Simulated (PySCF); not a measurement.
THF (C4H8O), SMILES C1COCC1. Atoms are numbered in the order given.

```xyz
13

C     -0.7260    -0.2321     0.9865
C      0.7260     0.2321     0.9865
C      1.1529    -0.1342    -0.4299
O      0.0000     0.0000    -1.2351
C     -1.1529     0.1342    -0.4299
H     -1.3455     0.2427     1.7611
H     -0.7773    -1.3234     1.1340
H      1.3455    -0.2427     1.7611
H      0.7773     1.3234     1.1340
H      1.9508     0.5174    -0.8230
H      1.5242    -1.1772    -0.4719
H     -1.5242     1.1772    -0.4719
H     -1.9508    -0.5174    -0.8230
```
Charge 0, spin multiplicity 1.

The structure is a stationary point at PBE0-D3(BJ)/def2-SVP. The values are those of a single conformer.

Two levels are set side by side: PBE/pcSseg-1 (PySCF) and PBE0/pcSseg-1 (PySCF). GIAO shifts against H2O (¹⁷O), TMS (¹H), TMS (¹³C) at the same level; non-relativistic, no solvent, atoms listed together averaged. Differences are taken from unrounded values.

| quantity | PBE0 |
|---|---|
| δ(¹³C) of C1, C2 (ppm) | 31.0 |
| δ(¹³C) of C3, C5 (ppm) | 71.7 |
| δ(¹⁷O) of O4 (ppm) | 38.1 |
| δ(¹H) of H6, H7, H8, H9 (ppm) | 1.92 |

### Question
What does PBE give, and how far is it from PBE0? (An estimate is asked for; the answer gives what the named calculation found.)

### Answer

```json
[
 {"quantity": "δ(¹³C) of C1, C2 (ppm)", "PBE": "32.6", "PBE minus PBE0": "1.6"},
 {"quantity": "δ(¹³C) of C3, C5 (ppm)", "PBE": "74.9", "PBE minus PBE0": "3.2"},
 {"quantity": "δ(¹⁷O) of O4 (ppm)", "PBE": "54.1", "PBE minus PBE0": "16.0"},
 {"quantity": "δ(¹H) of H6, H7, H8, H9 (ppm)", "PBE": "2.00", "PBE minus PBE0": "0.07"}
]
```

Rough cost on one machine, each run with all the roots and properties that it gave: PBE0 against PBE within a factor of 2.
